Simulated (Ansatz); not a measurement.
`[AlH2][SiH3]` + `NCF` → `FC[NH][AlH2]` + SiH₄  (cleavage of the Al–Si bond)

Calculated with Ansatz (gas phase, PBE0-D4/def2-TZVP geometries, no zero-point term in ΔE). CCSD(T)/CBS adds triple-zeta CCSD(T) − MP2 to the extrapolated MP2 energy (def2 sets, frozen cores). This one scheme is used for every species. DFT in def2-TZVPP. B3LYP here is the variant with VWN-RPA as its local correlation; programs differ in this. Each species was taken in one conformer, which may not be the lowest.

```csv
level,ΔE (kJ/mol),difference from CCSD(T)/CBS
LDA (SPW92),-79.2,12.9
B97M-V,-89.3,2.8
r2SCAN0-D4,-87.7,4.4
PBE0,-75.2,16.9
B3LYP,-90.7,1.4
CAM-B3LYP,-96.4,-4.3
CCSD/def2-SVP,-95.4,-3.3
CCSD(T)/def2-TZVPP,-93.0,-0.9
HF/def2-QZVPP,-98.0,-5.9
HF/CBS(def2),-98.2,-6.1
CCSD(T)/CBS,-92.1,0
```

Largest T1 diagnostic among the species: 0.012.

From BLYP to BHLYP (50 % exact exchange), in def2-TZVPP and without D4, ΔE moves by −5.6 kJ/mol. Leaving LDA and LC-ωPBE aside and taking each functional with its dispersion term where it has one, the values, not all of them listed here, spread over 23.0 kJ/mol, from CAM-B3LYP-D4 to PBE-D4. LDA lies −6.2 kJ/mol from PBE without D4.
